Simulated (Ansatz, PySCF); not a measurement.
C₃H₂N₃, SMILES [c]1ncncn1, multiplicity 2. Atoms are numbered in the order given.

```xyz
8

C      0.0000     0.0000    -1.3230
N     -1.1756    -0.0770    -0.7571
C     -1.1263    -0.0738     0.5856
N      0.0000     0.0000     1.2926
C      1.1263     0.0738     0.5856
N      1.1756     0.0770    -0.7571
H     -2.0751    -0.1359     1.1315
H      2.0751     0.1359     1.1315
```
Charge 0, spin multiplicity 2.

Geometry optimised at B3LYP-D3(BJ)/def2-SVP. The isomer is the one that the SMILES or the coordinates give; other isomers of the formula were not compared.

Two levels are set side by side: PBE-D3(BJ)/def2-SVP (Ansatz, a program for electronic structure) and B3LYP-D3(BJ)/def2-SVP (Ansatz). Each level has its own optimised geometry; the coordinates shown are those of the second. Frequencies come from the Hessian of PySCF at each geometry. Differences are taken from unrounded values.

```json
[
 {"quantity": "mean bond length (Å)", "B3LYP-D3(BJ)": "1.270"},
 {"quantity": "bond C1–N2 (Å)", "B3LYP-D3(BJ)": "1.307"},
 {"quantity": "bond C1–N6 (Å)", "B3LYP-D3(BJ)": "1.307"},
 {"quantity": "bond N2–C3 (Å)", "B3LYP-D3(BJ)": "1.344"},
 {"quantity": "bond C3–N4 (Å)", "B3LYP-D3(BJ)": "1.332"},
 {"quantity": "bond N4–C5 (Å)", "B3LYP-D3(BJ)": "1.332"},
 {"quantity": "bond C5–N6 (Å)", "B3LYP-D3(BJ)": "1.344"},
 {"quantity": "bond C3–H7 (Å)", "B3LYP-D3(BJ)": "1.096"},
 {"quantity": "bond C5–H8 (Å)", "B3LYP-D3(BJ)": "1.096"},
 {"quantity": "highest harmonic wavenumber (cm⁻¹)", "B3LYP-D3(BJ)": "3175"},
 {"quantity": "mean harmonic wavenumber (cm⁻¹)", "B3LYP-D3(BJ)": "1279"},
 {"quantity": "zero-point energy (kcal/mol)", "B3LYP-D3(BJ)": "32.90"}
]
```

Q: What does PBE-D3(BJ) give, and how far is it from B3LYP-D3(BJ)? (Estimate from the structure and the level; the computed values follow.)

A: 
```csv
quantity,PBE-D3(BJ),PBE-D3(BJ) minus B3LYP-D3(BJ)
mean bond length (Å),1.278,0.008
bond C1–N2 (Å),1.315,0.008
bond C1–N6 (Å),1.315,0.008
bond N2–C3 (Å),1.352,0.009
bond C3–N4 (Å),1.339,0.007
bond N4–C5 (Å),1.339,0.007
bond C5–N6 (Å),1.352,0.009
bond C3–H7 (Å),1.105,0.009
bond C5–H8 (Å),1.105,0.009
highest harmonic wavenumber (cm⁻¹),3097,-78
mean harmonic wavenumber (cm⁻¹),1236,-43
zero-point energy (kcal/mol),31.80,-1.10
```

GGA bonds tend to be longer and softer than those of functionals with exact exchange. Differences between two approximate levels are no errors against the true value.
